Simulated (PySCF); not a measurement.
**A survey of ¹⁷O NMR shifts**

Computed data (PySCF 2.14): geometry from GFN2-xTB, NMR shieldings at PBE0/pcSseg-1/GIAO. Relativity neglected, rapidly exchanging positions averaged, a single conformation, no solvent model.

Shieldings were converted by a linear fit to measured shifts: ¹⁷O (scatter 10.7 ppm rms, 12.2 ppm with the 3 outliers that the fit left out vs liquid water, solution or neat liquid). A few per cent of atoms miss by over 2 rms, more outside the fitted compound classes.

Problem. Give the ¹⁷O shifts of `O=C(O)[Si@@H]1CC[SiH2]O1`.

Solution. 
```json
{"compound": "[O:1]=[C:2]([OH:3])[Si@@H:4]1[CH2:5][CH2:6][SiH2:7][O:8]1", "environment": "O1: carbonyl oxygen", "δ (ppm)": "429.8"}
{"compound": "[O:1]=[C:2]([OH:3])[Si@@H:4]1[CH2:5][CH2:6][SiH2:7][O:8]1", "environment": "O3: acid hydroxyl oxygen", "δ (ppm)": "172.1"}
{"compound": "[O:1]=[C:2]([OH:3])[Si@@H:4]1[CH2:5][CH2:6][SiH2:7][O:8]1", "environment": "O8: oxygen bonded to 2 Si, in a 5-membered ring", "δ (ppm)": "2.0"}
```

Problem. Match the shifts 231.6, 129.8, 16.0, -33.5 ppm to `CCO[Si](C)(N)N`, `CC(C)C(F)(F)S(=O)(=O)Cl`, `CC(C)(C)S(C)(=O)=O`, `CNC[Si@@H](N)OC`.

Solution. 231.6: CC(C)C(F)(F)S(=O)(=O)Cl (S=O oxygen); 129.8: CC(C)(C)S(C)(=O)=O (S=O oxygen); 16.0: CCO[Si](C)(N)N (oxygen bonded to C, Si); -33.5: CNC[Si@@H](N)OC (oxygen bonded to C, Si).

In solution the two oxygens of a carboxylic acid give one averaged line by proton exchange, and hydrogen bonding shields acid and N–H amide carbonyl oxygens by tens of ppm; neither is in these numbers.
